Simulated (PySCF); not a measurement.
# Correlation energy of Nb³⁺ (niobium, charge +3)

[Kr] 4d2, high-spin 3F determinant. Computed with PySCF 2.14 in def2-QZVPPD with the def2 core potential (28 electrons) (7s5p4d3f2g, 81 functions), with a scalar-relativistic core potential. Frozen: nothing; 10 electrons correlated.

```
  level  correlation energy (mhartree)
   CCSD                        -272.20
    (T)                          -5.84
CCSD(T)                        -278.04
```

Diagnostics: T1 = 0.0041, D1 = 0.0103, largest double amplitude 0.026.

Cost of the coupled-cluster step: of the order of 20 core-seconds, for 10 correlated electrons.

Iterations:

```
CC2 = 0
CCSD nocc = (np.int64(6), np.int64(4)), nmo = (81, 81)
frozen orbitals [[], []]
max_cycle = 100
direct = 0
conv_tol = 1e-08
conv_tol_normt = 1e-06
diis_space = 8
diis_start_cycle = 0
Init t2, MP2 energy = -0.251273247035246
Init E_corr(UCCSD) = -0.251273247035362
cycle = 1  E_corr(UCCSD) = -0.267937725500481  dE = -0.0166644785  norm(t1,t2) = 0.0271912
cycle = 2  E_corr(UCCSD) = -0.271342114470213  dE = -0.00340438897  norm(t1,t2) = 0.00618137
cycle = 3  E_corr(UCCSD) = -0.272219263071695  dE = -0.000877148601  norm(t1,t2) = 0.00171765
cycle = 4  E_corr(UCCSD) = -0.272207237432981  dE = 1.20256387e-05  norm(t1,t2) = 0.000130568
cycle = 5  E_corr(UCCSD) = -0.272202138027682  dE = 5.0994053e-06  norm(t1,t2) = 2.18615e-05
cycle = 6  E_corr(UCCSD) = -0.272202615997709  dE = -4.77970027e-07  norm(t1,t2) = 4.22279e-06
cycle = 7  E_corr(UCCSD) = -0.272202662760156  dE = -4.67624477e-08  norm(t1,t2) = 5.75465e-07
cycle = 8  E_corr(UCCSD) = -0.272202654308153  dE = 8.45200365e-09  norm(t1,t2) = 1.07654e-07
UCCSD converged
E(UCCSD) = -55.01135684341512  E_corr = -0.2722026543081527
UCCSD(T) correction = -0.00584098939608352
```

The basis has no tight functions for the innermost shells, so their pair energies are far from complete.

This basis was not built for core-valence correlation, so the inner-shell part is incomplete.
